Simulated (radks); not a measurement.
Spherical jellium clusters: N electrons in a uniform positive sphere of charge N and radius rs N^(1/3), rs = 2.11 bohr. Calculated with a radial shooting solver with Libxc functionals: non-relativistic Kohn-Sham, PBEsol, spin-polarised, spherical densities. Levels are named by radial order and angular momentum (1s, 1p, 1d, 2s, ...), and open shells are averaged over m.

N = 3, configuration 1s2 1p(up 1, down 0). This is the lowest configuration that the search found. Occupied and some empty levels:

| level | occupation | eigenvalue (eV) | <r> (bohr) |
|---|---|---|---|
| 1s up | 1 | -7.3108 | 2.604 |
| 1s down | 1 | -6.7911 | 2.529 |
| 1p up | 1 | -2.4048 | 4.113 |
| 1p down | 0 | -1.6560 | 4.175 |

Energy (eV): total -0.224258, kinetic 12.615, external -82.674, Hartree 36.471, exchange-correlation -14.922, background 48.286.
